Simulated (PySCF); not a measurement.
C2H7BO2S.
Atom-mapped SMILES: `[CH3:1][O:2][B:3]([OH:4])[S:5][CH3:6]` (hydrogens: H7, H8, H9 on C1; H10 on O4; H11, H12, H13 on C6)

Theory: PySCF, PBE0-D3(BJ)/def2-SVP geometry optimisation, gas phase.

Entries marked ? are missing. Bonds in one row agree within 0.01 Å.

| coordinate | value |
| --- | --- |
| C1–O2 | ? |
| O2–B3 | 1.365 Å |
| B3–O4 | 1.361 Å |
| B3–S5 | ? |
| S5–C6 | ? |
| C1–H7, C1–H8, C1–H9 | 1.103 Å |
| O4–H10 | 0.961 Å |
| C6–H11, C6–H12, C6–H13 | 1.098 Å |
| C1–O2–B3 | 121.9° |
| O2–B3–O4 | 124.5° |
| O2–B3–S5 | ? |
| O4–B3–S5 | ? |
| B3–S5–C6 | ? |

Question: Fill in the missing values.

Answer: 
- C1–O2 = 1.399 Å, drawn single (methoxy carbon to boron-bound oxygen); 0.02 Å below the sum of covalent radii, 1.42 Å.
- B3–S5 = 1.816 Å, drawn single (ends: three-coordinate boron; sulfur bonded to B and C); 0.07 Å below the sum of covalent radii, 1.89 Å.
- S5–C6 = 1.815 Å, drawn single (ends: sulfur bonded to B and C; S-methyl carbon); 0.01 Å above the sum of covalent radii, 1.81 Å.
- O2–B3–S5 = 118.7°, at the three-coordinate boron; the outer atoms are 2.745 Å apart.
- O4–B3–S5 = 116.8°, at the three-coordinate boron; the outer atoms are 2.716 Å apart.
- B3–S5–C6 = 101.0°, at the sulfur bonded to B and C; the outer atoms are 2.802 Å apart.

Radii are Cordero's, carbon taken as 0.76, 0.73 or 0.69 Å for four, three, and two or fewer neighbours.

Not checked by PBE0-D3(BJ)/def2-SVP frequencies. One conformer, not necessarily the lowest (C1–O2–B3–O4 0°, O2–B3–O4–H 2°, O2–B3–S5–C6 1°).
